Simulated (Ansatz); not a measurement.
Consider the substitution at a C–Te bond: `B[Te]C` + `NC=O` → `CNC=O` + `B[TeH]`.

Gas-phase electronic energies from Ansatz, PBE0-D4/def2-TZVP geometries. CCSD(T)/CBS adds triple-zeta CCSD(T) − MP2 to the extrapolated MP2 energy (def2 sets, frozen cores). This one scheme is used for every species. DFT in def2-TZVPP. HSE06 is defined as in plane-wave codes. Elements past krypton have def2 core potentials. For Te outer-core shells are correlated without core-valence functions, which leaves a few kJ/mol of doubt a bond. Each species was taken in one conformer, which may not be the lowest.

`B[Te]C`:

Cartesian coordinates in Å:
```
B 0.716 0.452 -1.585
Te 0.940 0.931 0.432
C -0.562 -0.353 1.259
H -0.102 -0.352 -1.914
H 1.428 1.009 -2.362
H -0.092 -1.048 1.951
H -1.028 -0.892 0.437
H -1.299 0.254 1.782
```

`NC=O`:

Z-matrix (Å, degrees):
```
N
C 1 1.351
H 1 1.003 2 121.3
H 1 1.006 2 119.3 3 -180.0
O 2 1.206 1 125.0 3 180.0
H 2 1.107 1 112.3 3 -0.0
```

`CNC=O`:

Z-matrix (Å, degrees):
```
C
N 1 1.441
H 1 1.093 2 111.3
H 1 1.093 2 111.3 3 121.7
H 1 1.089 2 107.5 3 -119.2
C 2 1.351 1 122.9 3 120.1
H 2 1.005 1 119.4 3 -60.1
O 6 1.209 2 125.5 1 -0.1
H 6 1.106 2 112.0 1 180.0
```

`B[TeH]`:

Cartesian coordinates in Å:
```
B -0.667 0.099 0.265
Te 0.796 0.204 -1.236
H -0.405 -0.351 1.334
H -1.746 0.512 -0.023
H 2.022 -0.464 -0.340
```

```csv
level,ΔE (kJ/mol),difference from CCSD(T)/CBS
LDA (SPW92),19.9,-15.5
PBE-D4,31.0,-4.4
revPBE-D4,31.0,-4.4
BLYP-D4,31.3,-4.1
r2SCAN-D4,30.0,-5.4
B97M-V,28.5,-6.9
PBE0-D4,28.9,-6.5
r2SCANh-D4,29.5,-5.9
r2SCAN0-D4,28.5,-6.9
HSE06-D4,29.1,-6.3
BHLYP-D4,26.9,-8.5
CAM-B3LYP-D4,24.2,-11.2
ωB97X-V,25.9,-9.5
ωB97M-V,29.5,-5.9
B2PLYP,30.5,-4.9
PBE-QIDH,29.8,-5.6
PBE,30.2,-5.2
revPBE,32.7,-2.7
r2SCAN,30.0,-5.4
r2SCANh,29.3,-6.1
r2SCAN0,28.3,-7.1
HSE06,28.3,-7.1
BHLYP,24.3,-11.1
CAM-B3LYP,23.3,-12.1
LC-ωPBE,25.2,-10.2
RPA@PBE/def2-TZVPP,27.5,-7.9
HF/def2-SVP,3.3,-32.1
MP2/def2-SVP,12.9,-22.5
CCSD/def2-SVP,6.3,-29.1
CCSD(T)/def2-SVP,7.0,-28.4
HF/def2-TZVPP,20.6,-14.8
MP2/def2-TZVPP,36.7,1.3
SCS-MP2/def2-TZVPP,33.0,-2.4
CCSD(T)/def2-TZVPP,30.4,-5.0
HF/def2-QZVPP,21.0,-14.4
MP2/def2-QZVPP,39.7,4.3
SCS-MP2/def2-QZVPP,35.8,0.4
HF/CBS(def2),21.1,-14.3
MP2/CBS(def2),41.7,6.3
CCSD/CBS(def2),33.4,-2.0
CCSD(T)/CBS,35.4,0
```

What do rigid-rotor, harmonic-oscillator terms from PBE0-D4/def2-TZVP frequencies (298.15 K, 1 bar) make of the CCSD(T)/CBS value? (Estimate.)

Computed: ΔZPE = -3.4 kJ/mol, ΔH = +30.9 kJ/mol, ΔS = -9 J/(mol·K), ΔG = +33.5 kJ/mol.

Largest T1 diagnostic among the species: 0.016.

In def2-TZVPP, CCSD(T) changes the Hartree–Fock value by +9.8 kJ/mol (the triples alone add +2.0 kJ/mol) and MP2 by +16.1 kJ/mol. Leaving LDA and LC-ωPBE aside and taking each functional with its dispersion term where it has one, the values spread over 7.1 kJ/mol, from CAM-B3LYP-D4 to BLYP-D4. LDA lies −10.3 kJ/mol from PBE without D4.
